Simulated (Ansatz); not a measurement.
Cost and result up the ladder for Pb₃Se₂ (5 atoms). Charge 0, multiplicity 1. Geometry: r2SCAN-D4/def2-SVP.

Cartesian coordinates in Å:
```
Pb 0.226 1.970 -1.079
Pb 1.234 -0.533 0.870
Pb -1.909 0.544 1.075
Se -1.196 -1.939 1.001
Se 1.644 -0.042 -1.867
```

Ansatz on 4 threads of Arm Neoverse V1 on a shared host. Times are rough, and most runs start from the orbitals of an earlier one. No level here is sound enough to serve as a yardstick. Binding counts from free atoms at the same level (Pb triplet, Se triplet; other spins of the atoms weren't run), without zero-point energy or a counterpoise term.

In the def2 sets Pb takes a core potential; there is no spin–orbit coupling. Correlated methods freeze 30 core orbitals; core or outer-core shells of Pb, Se are correlated, in sets that lack core-valence functions. The rows differ in basis, and correlated rows in double-zeta sets carry the largest basis error. Another isomer (singlet) lies 1.05 eV lower at PBE0-D4/def2-TZVP; other spin states weren't run for this one.

Run but left out: B2PLYP/def2-TZVP, PBE-QIDH/def2-TZVP (restricted singlet, unstable in another Hartree–Fock run and untested here); HF/def2-TZVP (restricted singlet, unstable towards broken spin symmetry).

Correlated methods converge slowly with the basis, most of all in double-zeta sets.

```tsv
level	functions	wall time
PBE-D4/def2-SVP	142	1.9 s
PBE0-D4/def2-SVP	142	3.9 s
PBE-D4/def2-TZVP (with forces)	246	5.5 s
r2SCAN-D4/def2-TZVP	246	9.5 s
PBE0-D4/def2-TZVP	246	13 s
MP2/def2-TZVP	246	15 s
CCSD(T)/def2-SVP	142	66 s
```

Problem. Estimate what each level gives for the binding energy per atom (eV).

Solution. 
```csv
level,binding energy per atom (eV),remarks
PBE-D4/def2-SVP,2.71,restricted SCF unstable in HF
PBE0-D4/def2-SVP,2.51,restricted SCF unstable in HF
PBE-D4/def2-TZVP (with forces),2.73,restricted SCF unstable in HF
r2SCAN-D4/def2-TZVP,2.55,restricted SCF unstable in HF
PBE0-D4/def2-TZVP,2.54,restricted SCF unstable in HF
MP2/def2-TZVP,2.58,restricted SCF unstable
CCSD(T)/def2-SVP,2.14,"large T1 (0.021), restricted SCF unstable"
```
